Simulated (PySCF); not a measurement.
**Static response to an electric field**

H5NO2Si.
Atom-mapped SMILES: `[NH2:1][SiH:2]([OH:3])[OH:4]` (hydrogens: H5, H6 on N1; H7 on Si2; H8 on O3; H9 on O4)

Structure used (GFN2-xTB), in Å, numbered top down from 1:
```xyz
9
H5NO2Si angstrom
N      1.2874    0.0867   -0.3130
Si    -0.2943   -0.1377    0.3524
O     -1.2059    1.1390   -0.0893
O     -0.9590   -1.4740   -0.2680
H      1.8068    0.9159   -0.0770
H      1.9066   -0.7068   -0.2999
H     -0.3711   -0.3753    1.7870
H     -0.8936    2.0258    0.0540
H     -1.2633   -1.4677   -1.1715
```

Level: wB97X-D/def2-SVPD (PySCF), static field, nuclei fixed, core orbitals frozen in the response. The polarisability tensor in these axes (au):

```
x   42.70  0.58 -0.85
y    0.58 41.25 -0.09
z   -0.85 -0.09 40.41
```

Question: Give the principal values, the mean and the anisotropy Δα = √{½[(α1 − α2)² + (α2 − α3)² + (α1 − α3)²]}.

Answer: Principal values 40.13, 41.08 and 43.16 au; mean 41.45 au = 6.14 Å³ = 6.83 × 10⁻⁴⁰ C²·m²/J; Δα = 2.68 au (6 % of the mean).

Question: What is the dipole moment, and where does it point?

Answer: (1.88, 1.51, -0.17) D, 2.42 D in size, pointing from the negative to the positive side. Measured along this direction, the outermost atoms are H9 at the negative end and H5 at the positive end.

Question: Find the Langevin capture rate constant for O2+ (31.990 u) meeting this molecule (79.009 u), k = 2.342 × 10⁻⁹ cm³/s × √(α in Å³ / reduced mass in u).

Answer: The reduced mass is 22.77 u, so k = 1.22 × 10⁻⁹ cm³/s. The formula leaves out the permanent dipole, which adds to the capture rate.

Question: Along which axes do the principal values lie, and how far do the nuclei extend along each?

Answer: Largest value along (0.91, 0.29, -0.29), where the nuclei span 3.18 Å; middle along (-0.25, 0.95, 0.18), 3.46 Å; least along (0.33, -0.10, 0.94), 2.97 Å. The strongest response doesn't lie along the longest of the three spans.

Question: Give the eigenvalues of the traceless quadrupole moment Θ = ½Σq(3rr − r²1), origin at the centre of nuclear charge.

Answer: -6.62, -0.25, 6.87 D·Å. The values depend on the origin, since the dipole doesn't vanish. The electronic extent ⟨r²⟩ about the same centre is 358 bohr², a root-mean-square distance of 1.54 Å for the 42 electrons.

Question: What depolarisation ratio follows for Rayleigh scattering of linearly polarised light, taking the static tensor?

Answer: ρ = 3Δα²/(45ᾱ² + 4Δα²) = 21.6/(77328 + 28.8) = 0.000279.

Question: Sum over states: ᾱ = Σ f/ω², ω in Eh. What share falls to these 8 lowest TDDFT singlets (eV, f)? 6.91, 0.0434; 7.78, 0.0102; 8.19, 0.0201; 8.43, 0.0302; 8.75, 0.0486; 8.86, 0.0043; 9.12, 0.1369; 9.26, 0.0195.

Answer: They add up to 3.23 au, 7.8 % of the 41.45 au; the largest single term is 1.22 au, from the state at 9.12 eV. Terms in order: 0.67, 0.13, 0.22, 0.31, 0.47, 0.04, 1.22, 0.17 au. Higher excitations give the rest. The strengths listed sum to 0.313.

The structure is a single GFN2-xTB conformer in the gas phase; no vibrational or solvent corrections.

wB97X-D is run here without its empirical dispersion term; that term would change no orbital, density or response property at a fixed geometry.
